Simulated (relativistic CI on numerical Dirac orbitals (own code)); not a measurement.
# One change at a time: Tl⁸⁺

Base calculation: Dirac-Coulomb-Breit CI, separate exchange-only KLI orbitals for each configuration, model QED (radiative potential, 1s self-energy scaled to tabulated hydrogen-like ionisation energies), unscaled Slater integrals.

Configuration list (outside the closed core [Kr] 4d10 4f14): 5s2 5p6 5d5, 5s2 5p6 5d4 6s, 5s2 5p6 5d4 5f, 5s2 5p5 5d6, 5s2 5p6 5d4 6p, 5s2 5p6 5d3 6s 6p, 5s2 5p6 5d3 5f 6s, 5s 5p6 5d6, 5s2 5p6 5d4 7s, 5s2 5p6 5d3 6s2, 5s2 5p6 5d2 5f 6s2, 5s2 5p6 5d2 6s2 6p, 5s2 5p6 5d2 6s2 7s, 5p6 5d7, 5p5 5d8. Double excitations out of closed p, d and f shells are left out; levels of such configurations are missing from the list, as are those of other unlisted configurations, and high levels can miss mixing partners.

Variants: (1) valence Slater integrals scaled by 0.9; (2) only the first 3 configurations; (3) non-relativistic limit. Shifts of the energy above 5s2 5p6 5d5 6S_5/2, in cm⁻¹, for the lowest level and the first level of each name with at least 55 % of one term (blank where a level changes its place among those of its configuration and J or its character, or is not in the variant):

```
                 Level      Base     Δ(1)     Δ(2)       Δ(3)
    5s2 5p6 5d5 6S_5/2       0.0      0.0      0.0        0.0
   5s2 5p6 5d5 4G_11/2   36879.4  -3032.2    +23.4    -1195.1
    5s2 5p6 5d5 4G_9/2   39391.2  -2943.0    +95.0    -3706.9
    5s2 5p6 5d5 4P_1/2   41692.9  -3038.0   +715.9     -600.5
   5s2 5p6 5d5 2I_11/2   56257.7  -3439.9   -126.2    -4291.6
    5s2 5p6 5d5 4D_1/2   57274.7  -2919.0   +656.4   -14382.5
   5s2 5p6 5d5 2I_13/2   62587.3  -3798.6   -229.3   -10621.1
    5s2 5p6 5d5 2G_7/2   74283.4  -4794.5   +655.8           
    5s2 5p6 5d5 2S_1/2   84047.8  -5734.9  +1364.8   -10511.4
   5s2 5p6 5d5 2H_11/2   90249.8  -4392.0   +100.2   -26689.3
    5s2 5p6 5d5 2P_3/2  116821.0  -9329.9  +1262.7    -6535.6
    5s2 5p6 5d5 2P_1/2  126922.7  -8740.4  +1406.6   -16637.3
 5s2 5p6 5d4 6s 6D_1/2  232135.8  -1616.7   -130.1  +102350.8
 5s2 5p6 5d4 6s 6D_3/2  242293.6   -707.9   -194.4   +92193.0
 5s2 5p6 5d4 6s 6D_5/2  250150.3   -596.2   -221.0   +84336.3
 5s2 5p6 5d4 6s 6D_7/2  255727.6   -938.7   -220.4   +78759.1
 5s2 5p6 5d4 6s 6D_9/2  259098.5  -1657.6   -192.2   +75388.1
 5s2 5p6 5d4 6s 4D_3/2  268511.9  -3243.5   +105.7   +83790.3
 5s2 5p6 5d4 6s 4F_3/2  284750.2  -3510.3    -17.3           
5s2 5p6 5d4 6s 4H_11/2  284755.7  -3152.3   -212.1   +77814.7
 5s2 5p6 5d4 6s 4P_3/2  288137.6  -3237.2    +94.2           
5s2 5p6 5d4 6s 4H_13/2  289120.0  -3405.1   -208.0   +73450.4
```

At this charge configurations can still be misplaced by up to about 7 % of their energy. Terms inside the open d or f shell come out 10 to 20 % too wide with unscaled integrals. Levels and lines within the n = 5 or 6 shells can be off by up to 10 % or somewhat more, and those that change n by about 2 %, since core polarisation is missing.

Ionisation energy from the two ground configurations alone: base 135.73 eV; valence Slater integrals scaled by 0.9 135.416 eV. The NIST ASD value (theoretical) is 135 eV.

LS names give the leading component of a level, which can be under half, so a name can repeat, a term be missing and a line seem to break the LS rules.
